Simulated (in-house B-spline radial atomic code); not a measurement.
The numbers below are computed, except where a source is named.
## Weak and strong correlation along the adiabatic connection

Two-electron singlets in several external potentials (atomic units), by full CI in B-splines with partial waves to l = 8 (correlation energies up to 0.6 % small). The repulsion is scaled by λ at fixed density; W(λ) is the mean repulsion less the Hartree energy, W(0) = E_x, and the area under W from 0 to 1 is E_xc.

One system gave this curve:

```tsv
λ	W (hartree)
0	-0.37796
0.02	-0.38029
0.05	-0.38366
0.12	-0.391
0.25	-0.40292
0.4	-0.41436
0.6	-0.42664
0.8	-0.43638
1	-0.44424
1.4	-0.45612
2	-0.46809
3	-0.48027
4.5	-0.49069
7	-0.50019
10	-0.50668
```

(1) Which system is it?
A. −Z exp(−kr)/r, Z = 9.97, k = 2.67
B. −V exp(−r²/w²), V = 6.87, w = 1.37
C. empty sphere, radius 4.44 bohr
D. −Z/r, Z = 3.71, wall at 7.17 bohr

Results:

(1) C. The exchange energy sets the size: empty sphere, radius 4.44 bohr: E_x = -0.378, E_c = -0.0397; −Z exp(−kr)/r, Z = 9.97, k = 2.67: E_x = -5.67, E_c = -0.0459; −Z/r, Z = 3.71, wall at 7.17 bohr: E_x = -2.1, E_c = -0.0439; −V exp(−r²/w²), V = 6.87, w = 1.37: E_x = -1.07, E_c = -0.0419 hartree.
